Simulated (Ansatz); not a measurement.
A made-up structure of CH3BSe, closed shell:

B1  (0.221, 0.193, -0.574)
C2  (-1.064, 0.399, -0.125)
Se3  (1.608, -0.707, 0.381)
H4  (-2.050, 0.552, 0.232)
H5  (0.589, 0.559, -1.600)
H6  (0.822, -0.991, 1.589)
(Å)

It is relaxed with PBE-D4/def2-SVP and then PBE0-D4/def2-TZVP (Ansatz 0.2.0). Atoms count as bonded within 1.22 times the sum of their covalent radii (H–H: 0.88 Å). The end point is not checked to be a true minimum.

(1) Does its bonding change? (A judgement: the text doesn't fix the answer.)

Answers

(1) The calculation gives: Yes. Formed: C2–Se3; broken: none.

Where it ends: The first stage lowers the energy by 1.48 eV in 20 steps. It ends as CH₃BSe ([BH]1[CH][SeH]1):
```json
{"atom": "B1", "x (Å)": "0.1518", "y (Å)": "0.2994", "z (Å)": "-0.9456"}
{"atom": "C2", "x (Å)": "-0.7389", "y (Å)": "0.4288", "z (Å)": "0.0919"}
{"atom": "Se3", "x (Å)": "0.9048", "y (Å)": "-0.0711", "z (Å)": "1.0103"}
{"atom": "H4", "x (Å)": "-1.6514", "y (Å)": "0.6297", "z (Å)": "0.6195"}
{"atom": "H5", "x (Å)": "0.6981", "y (Å)": "0.2686", "z (Å)": "-1.9876"}
{"atom": "H6", "x (Å)": "0.7626", "y (Å)": "-1.5511", "z (Å)": "1.1150"}
```

Labels in which every atom is bracketed show which atoms are joined, not bond orders.

For scale, one of the runs: PBE0-D4/def2-TZVP relaxation, 128 basis functions, launched by `ansatz run in.yaml --threads 2 --pin off --events-out ev --progress --plain --max-ram 4352MiB`. The run took about 19 s on 2 CPU threads of an Arm Neoverse V2 (shared host).
